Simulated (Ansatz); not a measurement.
Cu2O2⁻. Charge -1, multiplicity 2. Geometry PBE0-D4/def2-SVPD, basis def2-TZVPD, Ansatz.

Cartesian coordinates in Å:
```
Cu 0.500 -0.180 -0.325
Cu -1.463 0.550 1.115
O -1.239 0.257 -0.604
O 2.201 -0.627 -0.186
```

```csv
run,HOMO (eV),LUMO (eV)
A,-3.32,3.05
B,-0.86,1.44
C,-2.11,2.07
D,0.18,0.58
E,-0.05,0.57
F,-0.02,0.66
```

LC-ωPBE has ω = 0.4 bohr⁻¹. The structure comes from a short search, and lower isomers may exist.

HOMO and LUMO are taken over both spins.

**Question.** The runs used B97M-V, BHLYP, LC-ωPBE, PBE, PBE0, r2SCAN. Estimate which is which.

**Answer.** A LC-ωPBE (range-separated); B PBE0 (25 % exact exchange); C BHLYP (50 % exact exchange); D PBE (0 % exact exchange); E B97M-V (0 % exact exchange); F r2SCAN (0 % exact exchange). Exact exchange lowers occupied and raises empty levels; among semilocal functionals meta-GGAs tend to open the gap a little, and such runs are hard to tell apart. The gap grows from 0.40 eV (PBE) to 6.37 eV (LC-ωPBE). At PBE-D4/def2-TZVPD, B97M-V/def2-TZVPD, r2SCAN-D4/def2-TZVPD the charge -1 doublet is spin-contaminated (final ⟨S²⟩ up to 0.99, 0.75 for a pure state). At PBE-D4/def2-TZVPD the highest occupied level of the charge -1 doublet lies above zero (up to 0.18 eV). By energy differences its removal costs 2.48 eV (vertical, to the charge 0 triplet, at PBE-D4/def2-TZVPD); a positive level beside a positive removal energy at the same level points to self-interaction error.
